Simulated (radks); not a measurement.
Ar III, 16 electrons, occupied as [Ne] 3s2 3p4.

Method: non-relativistic Kohn-Sham, LB94 model potential, spin-unpolarised, spherical densities, point nucleus; computed with a radial shooting solver on a logarithmic mesh with Libxc functionals.

Energy parts (eV):
part                  energy
kinetic            14372.856
electron-nucleus  -33703.938
Hartree             5840.250
(The LB94 potential has no energy functional, so no total or exchange-correlation energy is given.)

Orbitals (lengths in bohr, moments of r in powers of bohr; r(90%) holds 90 % of the orbital's charge):
| orbital | occ. | eigenvalue (eV) | r(90%) | <r^4> |
|---|---|---|---|---|
| 1s | 2 | -3190.328 | 0.153 | 0.0002510 |
| 2s | 2 | -342.0660 | 0.646 | 0.07341 |
| 2p | 6 | -277.5733 | 0.619 | 0.06288 |
| 3s | 2 | -56.4626 | 2.01 | 6.847 |
| 3p | 4 | -41.8815 | 2.26 | 10.92 |

The highest occupied level is 3p at -41.882 eV. Summed over all electrons, <r^2> = 15.70 bohr^2, which gives a Langevin (diamagnetic) susceptibility term of -12.4 x 10^-6 cm^3/mol. The electron density at the nucleus is 3851 e/bohr^3.
